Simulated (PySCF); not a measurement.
Continuum solvent and chemical shifts

Atom-mapped SMILES (the numbers label the heavy atoms): `[CH3:1][O:2][B:3]([O:4][CH3:5])[C:6]([CH3:7])=[S:8]`; H(Xn) means a hydrogen on atom n.

GIAO PBE0/pcSseg-1 in PySCF on one PBE0-D3(BJ)/def2-SVP conformer, non-relativistic, equivalent nuclei averaged. Solvents enter as an IEF-PCM continuum (methanol with ε = 32.6, acetonitrile with ε = 35.7) around the gas-phase geometry. Shifts are referred to TMS, BF3·OEt2, CS2 computed in the same medium.

In methanol, δ in ppm: C6 317.8, C1/C5 54.5, C7 52.5, B3 18.2, S8 1122.0, H(C1)/H(C5) 3.77, H(C7) 3.49. Dipole moment 3.19 D.

Q: How does each δ change in the more polar medium?

A: 
```tsv
atoms	environment	Δδ, acetonitrile
C6	thiocarbonyl carbon	0.0
C1/C5	methyl carbon bonded to O	0.0
C7	methyl carbon	0.0
B3	boron bonded to C, 2 O	0.0
S8	thione sulfur	-0.6
H(C1)/H(C5)	hydrogen on a methyl carbon bonded to O	0.00
H(C7)	hydrogen on a methyl carbon	0.00
```

Changes are relative to methanol. The dipole moment becomes 3.20 D in acetonitrile.

Q: Which nuclei move most (in ppm), and what does the model miss?

A: S8 (thione sulfur, -0.6 ppm) in acetonitrile. A continuum only polarises the solute; specific hydrogen bonds, the anisotropy of aromatic solvents and changes of geometry or conformer are outside it.
